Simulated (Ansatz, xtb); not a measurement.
Isomers of F3H3InP in order of energy

4 gas-phase structures of F3H3InP, from a drawn sample of its isomers (lower ones may exist). Each was relaxed with GFN2-xTB:

A. `F[P+](F)(F)[InH3-]`, a singlet
B. `[F][In-]([F])([F])[PH3+]`, a singlet
C. `[F][InH2-][PH+](F)F`, a singlet
D. `F[PH2+][InH-]([F])[F]`, a singlet

**Question.** Estimate their order in r2SCAN-D4/def2-SVP energy at these geometries, lowest first.

**Answer.** Calculated order at r2SCAN-D4/def2-SVP: B (0.0), D (11.9), A (21.8), C (23.1) kcal/mol.

Energies above the lowest of each column, in kcal/mol; the last columns are at PBE0-D4/def2-SVP geometries and were run for some of them only (a dash: not run or not comparable):

```tsv
structure	GFN2-xTB	HF/STO-3G	r2SCAN-D4/def2-SVP	PBE0-D4/def2-SVP	CCSD(T)/def2-SVP + ΔMP2/def2-TZVPP
B	12.4	0.0	0.0	0.0	0.0
D	0.0	24.3	11.9	8.9	8.4
A	14.7	19.9	21.8	18.3	10.7
C	0.5	37.7	23.1	–	–
```

CCSD(T)/def2-SVP + ΔMP2/def2-TZVPP puts B lowest of those it was run on; GFN2-xTB picks D. Flexible structures stand in one conformer each, not always the lowest. Frequencies (PBE0-D4/def2-SVP) were run for A, B, D alone. The ΔMP2 step shifts differences by up to 19.6 kcal/mol, which makes them less sure. Atoms past krypton carry core potentials in the def2 sets, without spin–orbit terms. ΔMP2 is the change of the MP2 energy from the smaller to the larger basis.

Over these structures GFN2-xTB departs from r2SCAN-D4/def2-SVP by 10.0 kcal/mol on average once a common shift is removed. A GFN2-xTB relaxation took about 0.095 s and the r2SCAN-D4/def2-SVP energy about 2 s on a shared host (Ansatz 0.2.0, xtb 6.7.1).
